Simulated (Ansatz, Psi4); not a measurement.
**WOF4: a line through the functionals**

The species is WOF4 (6 atoms), meant as a singlet with charge 0. As SMILES, `O=[W](F)(F)(F)F`. Geometry: relaxed at PBE0-D4/def2-TZVP.

The HOMO–LUMO gap y, in eV, basis def2-SVP with a core potential; a is the functional's share of exact exchange. Programs: Ansatz 0.2.0, Psi4 1.11.

| functional | program | a | y (eV) |
| --- | --- | --- | --- |
| BLYP | Ansatz | 0 | 5.02 |
| revPBE | Ansatz | 0 | 5.06 |
| TPSSh | Psi4 | 0.1 | 6.17 |
| B3LYP | Ansatz | 0.2 | ? |
| PBE0 | Ansatz | 0.25 | 7.55 |
| BHLYP | Ansatz | 0.5 | 10.12 |

**Question.** Fit y = c + s·a to the known rows and predict B3LYP.

**Answer.** 
1. Means of the 5 rows: a = 0.1700, y = 6.784.
2. Σ(Δa)² = 0.178, Σ(Δa·Δy) = 1.7981, so the slope is 1.7981/0.178 = 10.102.
3. Intercept: 6.784 − (10.102) × 0.1700 = 5.067. The largest residual of the fit is 0.093.
4. B3LYP: 5.067 + (10.102) × 0.2 = 7.09 eV.

The run gave 7.01 eV, so the prediction is off by +0.08 eV, within the largest residual. Exact exchange lowers occupied levels and raises empty ones.
